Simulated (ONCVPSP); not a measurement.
Logarithmic derivatives: Br (Z = 35), ONCV

ONCVPSP 4.0.1 input, shortened (lines: element, Z, core and valence counts, functional; n l f; lmax; l rc ep ncon nbas qcut; lloc lpopt rc5 dvloc0; l nproj debl; icmod fcfact rcfact), LDA (Perdew-Wang 92), fully relativistic:

```
  Br 35.00    3    5  -001012      upf
    1    0    2.00
    2    0    2.00
    2    1    6.00
    3    0    2.00
    3    1    6.00
    3    2   10.00
    4    0    2.00
    4    1    5.00
    3
    0    1.05    0.00    4    7   12.40
    1    1.00    0.00    4    8   14.90
    2    0.90    0.00    4    8   17.20
    3    0.90    0.23    4    8   11.70
    4    5    0.70    0.00
    0    2    2.00
    1    2    1.80
    2    3    0.90
    3    2    2.20
    3    4.75    1.60
```

Open shells are filled in proportion to 2j + 1.

In the d channel the program set the typed energies aside and used -2.445, 0.250, 1.150 Ha (j = l + 1/2; the other j can differ).

The phase is arctan(r·R′/R) of the radial function R(r), unwrapped; energies in Ha, scanned from -10 to 5 Ha. A pole is an energy at which the radial function vanishes at the test radius. The pseudo phase is shifted by a multiple of π to meet the all-electron one at the reference energy, and phase errors are pseudo minus all-electron; the curves can meet again beyond the range given. Levels narrower than the energy grid can be missing from the lists of poles.

Problem. For each channel, where are the poles, and over which energies does the pseudopotential scatter like the atom?

Solution.

| channel | radius (bohr) | reference energy (Ha) | poles, all-electron | poles, pseudo | unbroken range about the reference energy with phases within 0.05 rad | phase error 1 Ha above the reference energy (rad) |
| --- | --- | --- | --- | --- | --- | --- |
| s | 1.07 | -0.75 | -8.22 | -8.22 | the whole range | -0.000 |
| p3/2 | 1.01 | -0.29 | -5.41 | -5.41 | the whole range | -0.001 |
| p1/2 | 1.01 | -0.31 | -5.73 | -5.73 | the whole range | +0.000 |
| d5/2 | 0.91 | -2.44 | -0.90 | -0.90 | the whole range | -0.000 |
| d3/2 | 0.91 | -2.48 | -0.97 | -0.97 | the whole range | -0.000 |
| f7/2 | 0.91 | 0.23 | none | none | the whole range | +0.000 |
| f5/2 | 0.91 | 0.23 | none | none | the whole range | +0.000 |

Phases in the s channel:

| E (Ha) | all-electron | pseudo |
| --- | --- | --- |
| -9.96 | 0.804 | 0.804 |
| -9.56 | 0.294 | 0.294 |
| -9.16 | -0.773 | -0.773 |
| -8.76 | -1.327 | -1.327 |
| -8.36 | -1.530 | -1.530 |
| -7.96 | -1.632 | -1.632 |
| -7.56 | -1.695 | -1.695 |
| -7.16 | -1.741 | -1.741 |
| -6.76 | -1.777 | -1.777 |
| -6.36 | -1.809 | -1.809 |
| -5.96 | -1.838 | -1.838 |
| -5.56 | -1.867 | -1.867 |
| -5.16 | -1.896 | -1.896 |
| -4.76 | -1.926 | -1.926 |
| -4.36 | -1.958 | -1.958 |
| -3.96 | -1.994 | -1.994 |
| -3.56 | -2.035 | -2.035 |
| -3.16 | -2.081 | -2.081 |
| -2.76 | -2.136 | -2.136 |
| -2.36 | -2.201 | -2.201 |
| -1.96 | -2.281 | -2.281 |
| -1.56 | -2.380 | -2.380 |
| -1.16 | -2.504 | -2.504 |
| -0.76 | -2.659 | -2.659 |
| -0.36 | -2.848 | -2.848 |
| 0.04 | -3.069 | -3.069 |
| 0.44 | -3.304 | -3.305 |
| 0.84 | -3.532 | -3.532 |
| 1.24 | -3.731 | -3.732 |
| 1.64 | -3.896 | -3.896 |
| 2.04 | -4.027 | -4.028 |
| 2.44 | -4.132 | -4.133 |
| 2.84 | -4.216 | -4.217 |
| 3.24 | -4.284 | -4.285 |
| 3.64 | -4.340 | -4.341 |
| 4.04 | -4.386 | -4.387 |
| 4.44 | -4.425 | -4.427 |
| 4.84 | -4.459 | -4.460 |
